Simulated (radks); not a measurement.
Problem. Species: the thallium ion Tl72+. Configuration: [He] 2s2 2p5 (the NIST ground configuration). Method: Dirac Kohn-Sham, PBE, spin-unpolarised, spherical densities, point nucleus; open shells are shared between the two j in proportion to 2j + 1; computed with a radial shooting solver on a logarithmic mesh with Libxc functionals. Some entries of the table are withheld. Estimate them.

| orbital | occ. | eigenvalue (eV) | <r> (bohr) | <r^2> (bohr^2) |
|---|---|---|---|---|
| 1s1/2 | 2 | (1) | 0.01629 | 0.0003674 |
| 2s1/2 | 2 | -21939.77 | 0.06671 | (2) |
| 2p1/2 | 1.66667 | (3) | (4) | 0.003722 |
| 2p3/2 | 3.33333 | (5) | (6) | 0.004807 |
| 3s1/2 | 0 | (7) | 0.1597 | 0.02924 |
| 3p1/2 | 0 | -9007.205 | 0.1488 | (8) |
| 3p3/2 | 0 | -8398.002 | 0.1609 | (9) |

Solution. 
(1) 1s1/2 eigenvalue (eV): -92813.87
(2) 2s1/2 <r^2> (bohr^2): 0.005317
(3) 2p1/2 eigenvalue (eV): -21472.83
(4) 2p1/2 <r> (bohr): 0.05463
(5) 2p3/2 eigenvalue (eV): -19304.56
(6) 2p3/2 <r> (bohr): 0.06298
(7) 3s1/2 eigenvalue (eV): -9164.508
(8) 3p1/2 <r^2> (bohr^2): 0.02581
(9) 3p3/2 <r^2> (bohr^2): 0.02999
